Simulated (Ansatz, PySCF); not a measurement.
C2H4BFO, SMILES C=CB(O)F. Atoms are numbered in the order given.

```xyz
9

B      0.2462     0.2550     0.4089
F      1.3897     0.3926     1.0753
C      0.1962    -0.7384    -0.7997
C     -0.8940    -0.9722    -1.5398
H      1.1156    -1.2790    -1.0554
H     -0.9000    -1.6742    -2.3800
H     -1.8518    -0.4715    -1.3463
O     -0.7901     1.0011     0.8452
H     -1.5939     0.8713     0.3341
```
Charge 0, spin multiplicity 1.

Geometry optimised at PBE0-D3(BJ)/def2-SVP. One conformer was computed; it need not be the lowest.

Vertical ionisation energy (IE) and electron affinity (EA) in eV. Rows of orbital energies are one-electron estimates. Where ΔSCF, EOM or ADC give a negative EA the extra electron is unbound and the value depends on the basis.

| level | IE | EA |
|---|---|---|
| −ε(HOMO), −ε(LUMO), CAM-B3LYP/def2-TZVP (PySCF) | 9.77 | 0.14 |
| ΔSCF, CAM-B3LYP/def2-SVPD (Ansatz), final states of multiplicity 2 and 2 | 10.93 | -0.68 |

**Question.** What vertical singlet–triplet gap does ΔSCF give with CAM-B3LYP/def2-SVPD (Ansatz, a first-principles code)? (Estimate from the structure and the level; the computed values follow.)

**Answer.** 3.98 eV (triplet above singlet where positive).
